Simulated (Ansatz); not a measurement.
Born–Oppenheimer molecular dynamics of AlBrCl3H (6 atoms, charge 0, multiplicity 1). It starts at the highest image of a converged band, a first-order saddle point between two minima.

Theory: Ansatz, RKS PBE0/def2-SVP.

```yaml
ensemble: NVE (velocity Verlet)
time_step: 0.5 fs
steps_asked: 200
starting_velocities_drawn_for: 100 K
seed: 8571
```

First frame:

```xyz
6
Properties=species:S:1:pos:R:3
Al 0.020 -0.344 0.034
Cl 0.017 0.166 2.238
Cl 1.827 0.168 -0.883
Cl -1.815 0.083 -0.872
Br 0.076 -2.662 0.844
H 0.053 -1.439 1.985
```

Q: How far do the bonds stretch over the last three quarters of this one trajectory? (Pairs bonded in most of those frames.)

A: 
| bond | mean (Å) | spread (Å) | shortest | longest |
| --- | --- | --- | --- | --- |
| Al1–Cl2 | 2.137 | 0.044 | 2.10 | 2.24 |
| Al1–Cl3 | 2.097 | 0.011 | 2.08 | 2.11 |
| Al1–Cl4 | 2.090 | 0.008 | 2.08 | 2.10 |
| Al1–Br5 | 2.703 | 0.156 | 2.47 | 2.96 |
| Br5–H6 | 1.452 | 0.036 | 1.41 | 1.55 |

Mean temperature of the second half: 287 K. The conserved energy stayed within 0.0029 meV per atom of its start (net change -0.0012 meV per atom), so the integration is sound. The kinetic energy rose, since the run started high on the potential surface and went downhill. A run of 0.1 ps of so small a system gives no equilibrium averages. The orbitals stay closed-shell, which can raise the energy where a bond breaks towards radicals; this wasn't checked here.

Time of the run: 5.5 min on 4 threads of Arm Neoverse V2, on a shared host, peak memory 0.28 GiB.
